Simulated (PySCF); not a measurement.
How methods differ on the excitation energy of Br

Br [Ar] 3d10 4s2 4p5 (2P) → Br [Ar] 3d10 4s1 4p6 (2S), as a difference of total energies. All numbers are calculated (PySCF 2.14, the non-relativistic Hamiltonian (point nucleus), in def2-TZVPPD (7s6p5d1f, 57 functions)). Correlated levels: valence: [Ar] 3d10 frozen. The calculations carry no spin-orbit coupling.

| method | excitation energy (eV) |
| --- | --- |
| UHF | 14.406 |
| MP2 (valence) | 12.381 |
| SCS-MP2 (valence) | 12.164 |
| CCSD (valence) | 10.945 |
| CCSD(T) (valence) | 9.932 |

Q: How much does correlation contribute at CCSD(T) (valence)?

A: 9.932 − (14.406) = -4.474 eV, measured against UHF.

A first-order spin-orbit estimate (lowest level to lowest level, LS coupling) adds 0.136 eV.

The upper state lies above the first ionisation limit, where it may autoionise and the basis confines it.

The coupled-cluster amplitudes are large for the upper state (T1 above 0.03 or a double amplitude above 0.15), so a single reference is strained.
